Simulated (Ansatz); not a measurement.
Frontier orbitals of BClH₂OSSi (`ClB1O[SiH2]S1`).

```xyz
7

Cl    2.808   -0.608    0.599
B     1.162   -0.158    0.263
O     0.196   -1.047   -0.122
Si   -1.008    0.125   -0.230
S     0.464    1.543    0.367
H    -1.520    0.264   -1.610
H    -2.103   -0.118    0.733
```

Total charge 0; spin multiplicity 1. All single points use the PBE0-D4/def2-TZVP geometry. Basis def2-TZVPP, Ansatz 0.2.0.

Orbital energies of one run (eV). Highest occupied ones, from the top: -7.83, -8.86, -9.10, -9.29, -9.84, -10.11, -12.13, -12.36, -12.70, -13.41, -15.52, -20.44, -23.14, -28.63. Empty: -0.92, -0.55, 0.03, 0.48, 1.19, 1.96.

Q: Which functional gave them?
A. B97M-V
B. r2SCAN
C. LC-ωPBE
D. B3LYP

A: D. HOMO energies: B3LYP -7.83, r2SCAN -7.19, LC-ωPBE -10.79, B97M-V -7.28 eV.

B3LYP here is the variant with VWN-RPA as its local correlation; programs differ in this. LC-ωPBE has ω = 0.4 bohr⁻¹.
